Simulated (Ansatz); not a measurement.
Sr7⁺. Total charge 1; doublet. Geometry r2SCAN/def2-SVP.

```xyz
7

Sr    4.458   -0.230    0.440
Sr   -1.739    0.717   -3.001
Sr   -2.249    0.949    1.149
Sr    1.350    2.284   -0.469
Sr    0.455   -1.701   -0.364
Sr    1.472    0.210    3.201
Sr   -3.748   -2.229   -0.956
```

In the def2 sets Sr takes a core potential, while STO-3G treats all electrons; there is no spin–orbit coupling. At HF/STO-3G, HF/def2-TZVP the charge 1 doublet is spin-contaminated (final ⟨S²⟩ up to 3.46, 0.75 for a pure state). The structure comes from a short search, and lower isomers may exist.

Problem. Estimate the α-spin orbital energies around the gap (eV) in Ansatz with HF/STO-3G, HF/def2-TZVP, PBE/def2-SVP, PBE/def2-TZVP, PBE0/def2-TZVP.

Solution. 
| orbital | HF/STO-3G | HF/def2-TZVP | PBE/def2-SVP | PBE/def2-TZVP | PBE0/def2-TZVP |
| --- | --- | --- | --- | --- | --- |
| HOMO−13 | -28.54 | -32.00 | -24.86 | -24.76 | -26.81 |
| HOMO−12 | -28.46 | -31.99 | -24.84 | -24.74 | -26.80 |
| HOMO−11 | -28.45 | -31.96 | -24.78 | -24.69 | -26.74 |
| HOMO−10 | -28.44 | -31.95 | -24.76 | -24.66 | -26.71 |
| HOMO−9 | -28.44 | -31.93 | -24.60 | -24.51 | -26.56 |
| HOMO−8 | -28.43 | -31.91 | -24.60 | -24.51 | -26.54 |
| HOMO−7 | -28.42 | -31.88 | -24.53 | -24.44 | -26.50 |
| HOMO−6 | -8.26 | -11.02 | -7.62 | -7.62 | -8.55 |
| HOMO−5 | -6.32 | -9.29 | -6.83 | -6.83 | -7.58 |
| HOMO−4 | -4.66 | -7.97 | -6.18 | -6.17 | -6.72 |
| HOMO−3 | -4.51 | -7.61 | -6.10 | -6.10 | -6.61 |
| HOMO−2 | -3.53 | -7.37 | -5.70 | -5.69 | -6.08 |
| HOMO−1 | -3.20 | -6.82 | -5.41 | -5.39 | -5.74 |
| HOMO | -2.89 | -6.75 | -5.37 | -5.36 | -5.71 |
| LUMO | 4.22 | -2.40 | -4.77 | -4.76 | -4.27 |
| LUMO+1 | 4.28 | -2.27 | -4.76 | -4.74 | -4.25 |
| LUMO+2 | 4.62 | -2.10 | -4.56 | -4.54 | -4.07 |
| LUMO+3 | 4.78 | -1.94 | -4.53 | -4.52 | -4.01 |
| LUMO+4 | 5.16 | -1.86 | -4.41 | -4.39 | -3.86 |
| LUMO+5 | 5.34 | -1.72 | -4.40 | -4.38 | -3.85 |
| β HOMO | -2.68 | -6.46 | -5.39 | -5.38 | -5.71 |
| β LUMO | 1.23 | -2.55 | -5.06 | -5.04 | -4.55 |
